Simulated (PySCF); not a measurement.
The dipole of `C#C[SiH2]O[SiH2]O[SiH3]` from its density and from atomic charges.

Coordinates (PBE0-D3(BJ)/def2-SVP, Å) and charges (e) from the PBE0/pcSseg-1 density (PySCF):

```json
{"atom": "C1", "x": "-1.832", "y": "1.520", "z": "1.062", "Mulliken": "-0.1650", "IAO": "-0.1675", "Hirshfeld": "-0.0630", "ESP-fitted": "-0.3073"}
{"atom": "C2", "x": "-1.788", "y": "0.751", "z": "0.120", "Mulliken": "-0.2456", "IAO": "-0.3615", "Hirshfeld": "-0.1517", "ESP-fitted": "-0.1969"}
{"atom": "Si3", "x": "-1.673", "y": "-0.435", "z": "-1.279", "Mulliken": "+0.8969", "IAO": "+1.0148", "Hirshfeld": "+0.4251", "ESP-fitted": "+0.6226"}
{"atom": "O4", "x": "-0.414", "y": "-1.475", "z": "-1.008", "Mulliken": "-0.7609", "IAO": "-0.8720", "Hirshfeld": "-0.3086", "ESP-fitted": "-0.4644"}
{"atom": "Si5", "x": "0.754", "y": "-1.857", "z": "0.104", "Mulliken": "+1.0605", "IAO": "+1.1936", "Hirshfeld": "+0.4615", "ESP-fitted": "+0.6996"}
{"atom": "O6", "x": "1.533", "y": "-0.499", "z": "0.614", "Mulliken": "-0.7596", "IAO": "-0.8727", "Hirshfeld": "-0.3087", "ESP-fitted": "-0.4498"}
{"atom": "Si7", "x": "1.867", "y": "1.116", "z": "0.453", "Mulliken": "+0.7296", "IAO": "+0.8542", "Hirshfeld": "+0.3803", "ESP-fitted": "+0.5599"}
{"atom": "H8", "x": "-1.873", "y": "2.198", "z": "1.897", "Mulliken": "+0.0931", "IAO": "+0.2066", "Hirshfeld": "+0.1052", "ESP-fitted": "+0.3024"}
{"atom": "H9", "x": "-2.947", "y": "-1.199", "z": "-1.370", "Mulliken": "-0.1072", "IAO": "-0.1297", "Hirshfeld": "-0.0703", "ESP-fitted": "-0.0980"}
{"atom": "H10", "x": "-1.430", "y": "0.321", "z": "-2.536", "Mulliken": "-0.1080", "IAO": "-0.1306", "Hirshfeld": "-0.0705", "ESP-fitted": "-0.0998"}
{"atom": "H11", "x": "0.129", "y": "-2.508", "z": "1.287", "Mulliken": "-0.1454", "IAO": "-0.1618", "Hirshfeld": "-0.0804", "ESP-fitted": "-0.1160"}
{"atom": "H12", "x": "1.718", "y": "-2.761", "z": "-0.573", "Mulliken": "-0.1410", "IAO": "-0.1542", "Hirshfeld": "-0.0779", "ESP-fitted": "-0.1198"}
{"atom": "H13", "x": "1.359", "y": "1.859", "z": "1.642", "Mulliken": "-0.1241", "IAO": "-0.1404", "Hirshfeld": "-0.0812", "ESP-fitted": "-0.1115"}
{"atom": "H14", "x": "1.232", "y": "1.661", "z": "-0.783", "Mulliken": "-0.1131", "IAO": "-0.1421", "Hirshfeld": "-0.0801", "ESP-fitted": "-0.1043"}
{"atom": "H15", "x": "3.346", "y": "1.291", "z": "0.362", "Mulliken": "-0.1103", "IAO": "-0.1367", "Hirshfeld": "-0.0798", "ESP-fitted": "-0.1168"}
```

Compute μ = Σ q r for each scheme (1 e·Å = 4.803 D) and compare with the dipole of the full density.

The full density gives (-0.38, 0.92, 0.52) D, 1.12 D in size; dipole vectors point from the negative to the positive end.

| scheme | μx | μy | μz | size (D) | share of the full size (%) | angle to the full dipole (°) |
| --- | --- | --- | --- | --- | --- | --- |
| Mulliken | -0.43 | 0.06 | -1.32 | 1.39 | 124 | 107 |
| IAO | -0.74 | 1.04 | -0.25 | 1.30 | 116 | 41 |
| Hirshfeld | -0.58 | 0.50 | 0.14 | 0.78 | 70 | 30 |
| ESP-fitted | -0.37 | 0.91 | 0.52 | 1.12 | 99 | 0 |

Which set comes closest?

Length of the difference vector: ESP-fitted 0.01 D, Hirshfeld 0.60 D, IAO 0.86 D, Mulliken 2.03 D. Closest: ESP-fitted. The schemes that divide the density aren't constrained to reproduce the dipole.

What is left for the Hirshfeld atoms' own dipoles?

The shares of the density sum to the whole, so what Σ q r misses lies in dipoles about the nuclei. The atomic dipoles sum to (-0.38, 0.92, 0.52) − (-0.58, 0.50, 0.14) = (0.20, 0.42, 0.38) D, 0.60 D in size.

With the origin at the mean of the coordinates, (-0.001, -0.001, -0.001) Å, which are the largest single terms, by size, of the Hirshfeld dipole along the direction of the full one?

Si5 -3.84, O4 +2.27, H8 +1.67, H12 +1.16, O6 +0.96 D; all 15 atoms together +0.68 D. The single terms depend on the origin, their sum doesn't.

Give the size of the full dipole in other units.

1.12 D = 0.441 au = 0.234 e·Å = 3.74 × 10⁻³⁰ C·m.

Isolated species at its PBE0-D3(BJ)/def2-SVP geometry (one conformer only).

Shape of the structure used: `[CH:1]#[C:2][SiH2:3][O:4][SiH2:5][O:6][SiH3:7]`: C2–Si3–O4–Si5 3°, Si3–O4–Si5–O6 -48°, O4–Si5–O6–Si7 -12°.
